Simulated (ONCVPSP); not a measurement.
## Sb: one change to an ONCV potential, before and after

| Item | Value |
| --- | --- |
| Element | Sb (Z = 51) |
| Generator | ONCVPSP 4.0.1 |
| Type | optimised norm-conserving Vanderbilt (ONCV) |
| Functional | PBEsol |
| Relativity | scalar-relativistic |
| Frozen core | [Ar] 3d10 |
| Valence charge | 23 |
| Reference configuration | 4s2 4p6 4d10 5s1.5 5p3.5 |
| Partial waves | 4s+5s: rc 1.50 bohr, ncon 4, nbas 8, qcut 9.6 1/bohr, 3 projectors, debl 0.9 Ha; 4p+5p: rc 1.60 bohr, ncon 5, nbas 8, qcut 8.7 1/bohr, 2 projectors; 4d: rc 1.05 bohr, ncon 4, nbas 7, qcut 9.3 1/bohr, 3 projectors, debl 2.3 Ha |
| Local potential | polynomial inside 0.70 bohr (lpopt 4, dvloc0 0 Ha) |
| Core correction | Teter function, fcfact 2.5, rcfact 1.05 |

Change: p: rc 1.28.

Cutoffs: the cutoffs (Ha) at which the residual kinetic energy of the hardest occupied pseudo-wave falls to 1 and 0.1 mHa per electron; they do not see the model core or the augmentation charge, which bear on the density cutoff. Errors are all-electron minus pseudo energies relative to the spin-unpolarised reference configuration.

Question: What does the change do?

Answer: The potential gets neither clearly harder nor softer (49 Ha and 136 Ha → 49 Ha and 136 Ha); the d channel sets the loose cutoff, while the largest relative change is in p, which becomes harder; of the 4 tests that both files solve, the error grows in 0 and shrinks in 2 by more than 15 % and 0.3 meV (median size 2.1 → 1.9 meV); neither file shows a bound ghost.

```csv
quantity,base,changed
"cutoff, loose",49 Ha,49 Ha
"cutoff, tight",136 Ha,136 Ha
loose cutoff by channel,"s 29 Ha, p 26 Ha, d 49 Ha","s 29 Ha, p 34 Ha, d 49 Ha"
bound ghosts,none,none
GHOST(+) flags under 300 eV,none,none
"error for 4s2 4p6 4d10 5s2 5p3, meV [ΔE -4.04 eV]",+0.1,+0.2
"error for 4s2 4p6 4d10 5s2 5p2, meV [ΔE 4.30 eV]",-1.6,-1.3
"error for 4s2 4p6 4d10 5s2 5p1, meV [ΔE 20.31 eV]",-5.3,-4.4
"error for 4s2 4p6 4d10 5s1 5p3, meV [ΔE 13.06 eV]",-2.5,-2.4
s: phases at 1.52 bohr within 0.05 rad from the reference energy up to (Ha; the scan ends near 5),to the end of the scan,to the end of the scan
d: phases at 1.07 bohr within 0.05 rad from the reference energy up to (Ha; the scan ends near 5),to the end of the scan,to the end of the scan
"rms error of d²Exc/dni dnj with the model core, mHa",1.35,1.33
```
